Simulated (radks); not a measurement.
Spherical quantum dot in the effective-mass picture: electrons in a hard-walled sphere of radius 8.61, all in effective atomic units (hartree* = m*/eps^2 hartree, bohr* = eps/m* bohr), one dielectric constant everywhere. Calculated with a radial shooting solver with Libxc functionals: non-relativistic Kohn-Sham, LDA (Slater exchange, Perdew-Wang correlation), spin-polarised, spherical densities. Levels are named by radial order and angular momentum (1s, 1p, 1d, 2s, ...), and open shells are averaged over m. Results are scaled to m* = 0.364 and eps = 7.2, for which hartree* = 191.1 meV and bohr* = 1.047 nm.

N = 20, configuration 1s2 1p6 1d10 1f(up 2, down 0). This is the lowest configuration that the search found. Occupied and some empty levels:

level,occupation,eigenvalue (meV),<r> (nm)
1s up,1,538.03,6.673
1s down,1,539.74,6.660
1p up,3,543.23,6.751
1p down,3,544.97,6.742
1d up,5,553.12,6.847
1d down,5,554.89,6.841
1f up,2,567.29,6.944
1f down,0,569.10,6.940
1g up,0,585.48,7.036
1g down,0,587.31,7.034
2s up,0,602.48,4.169
2s down,0,602.98,4.154
2p up,0,620.58,4.815
2p down,0,621.29,4.804
2d up,0,644.06,5.232
2d down,0,644.93,5.224

Energy (meV): total 5766.82, kinetic 1051.2, external 0, Hartree 5480.7, exchange-correlation -765.07.
